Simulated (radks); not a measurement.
The technetium ion Tc+, [Kr] 4d5 5s1. All-electron calculation, non-relativistic Kohn-Sham, LDA (Slater exchange, Perdew-Wang correlation), spin-polarised, spherical densities, point nucleus. Program: a radial shooting solver on a logarithmic mesh with Libxc functionals. Every spin shell is full or empty, so the densities are truly spherical. Functionals are evaluated on that one density, not self-consistently. Rank these exchange functionals by their error against the exact value of the orbitals, and give that value: LDA, B88, PBE, PBEsol, RPBE, PW91, SOGGA, G96, EV93, TPSS, revTPSS, MS2, Tao-Mo, TASK, MVS.

Answer. Exact: -124.130 hartree. From best to worst, with 100 (|E| - |E exact|)/|E exact| (equal figures are ties): PW91 +0.02, B88 +0.06, MVS +0.06, EV93 -0.17, RPBE -0.19, TPSS -0.20, G96 +0.36, PBE -0.41, MS2 -0.51, Tao-Mo -0.74, revTPSS -0.86, TASK -2.29, PBEsol -2.37, SOGGA -2.38, LDA -5.14.
